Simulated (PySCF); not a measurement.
Give a GFN2-xTB geometry of 3-chlorothioanisole (`S(c1cccc(Cl)c1)C`).

```xyz
16
C7H7ClS angstrom
C     -2.820   -0.705   -0.536
S     -1.961    0.887   -0.687
C     -0.306    0.532   -0.194
C      0.589    1.601   -0.207
C      1.904    1.407    0.161
C      2.353    0.153    0.546
C      1.455   -0.900    0.554
Cl     1.990   -2.477    1.024
C      0.129   -0.729    0.190
H     -3.848   -0.509   -0.828
H     -2.788   -1.049    0.494
H     -2.379   -1.432   -1.211
H      0.238    2.575   -0.511
H      2.591    2.238    0.149
H      3.380   -0.006    0.833
H     -0.534   -1.577    0.211
```

Any rigid rotation of these coordinates is as good. Atoms count from 1 in this order. The 2 C–S bonds span 1.763 Å (S2–C3, drawn single) to 1.815 Å (C1–S2, drawn single), a spread of 0.052 Å. The 9 heavy atoms lie in one plane (0.004 Å rms). S2 (sulfide sulfur) is bent (angle 104.1°). Of the pairs four or more bonds apart, C1···H16 is among the closest relative to their van der Waals radii: 2.56 Å, 88 % of the sum of Bondi's values.

Bonds between heavy atoms (Å): C1–S2 1.815, S2–C3 1.763, C3–C4 1.394, C4–C5 1.379, C5–C6 1.387, C6–C7 1.383, C7–Cl8 1.731, C7–C9 1.385, C3–C9 1.388.

Structure optimised with GFN2-xTB, isolated species.

Point group: Cs (tolerance 0.08 Å). GFN2-xTB frequencies: not computed here. One conformer, not necessarily the lowest (C1–S2–C3–C4 180°).
